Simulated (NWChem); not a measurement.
**Basis-set convergence for CH₃ClSn**

```xyz
6

Sn    -0.5692     0.1613     0.0000
Cl     1.1805    -1.5161     0.0000
C      0.8457     1.8739     0.0000
H      0.3188     2.8493     0.0000
H      1.5000     1.8075    -0.8944
H      1.5000     1.8075     0.8944
```
Charge 0, spin multiplicity 1.

Program: NWChem. The geometry was optimised at PBE/def2-SVP with def2 effective core potentials on Sn, a minimum by its harmonic frequencies.

Quantity: first vertical ionisation energy at the level G0W0@PBE0.

Effective core potentials replace the inner electrons of Sn; spin-orbit coupling is left out. GW and range-separated runs recompute their integrals, the others keep them in memory, which bears on the times. The structure started from a generated list of species.

The cost column gives rough processor time relative to def2-SVP; each entry includes its own SCF.

```json
[
 {"basis": "def2-SVP", "functions": "73", "first vertical ionisation energy (eV)": "8.13", "relative cost": "1"},
 {"basis": "def2-SVPD", "functions": "103", "first vertical ionisation energy (eV)": "8.27", "relative cost": "under 3"},
 {"basis": "def2-TZVP", "functions": "136", "first vertical ionisation energy (eV)": "8.59", "relative cost": "5"},
 {"basis": "def2-TZVPP", "functions": "165", "first vertical ionisation energy (eV)": "8.61", "relative cost": "7"},
 {"basis": "def2-TZVPD", "functions": "166", "first vertical ionisation energy (eV)": "8.59", "relative cost": "8"}
]
```

Smallest basis within 0.1 eV of def2-TZVPD, the largest set run: def2-TZVP, with 136 functions against 166 (also within reach: def2-TZVPP). def2-TZVPD isn't the basis-set limit itself, and a small set can land close by cancellation.
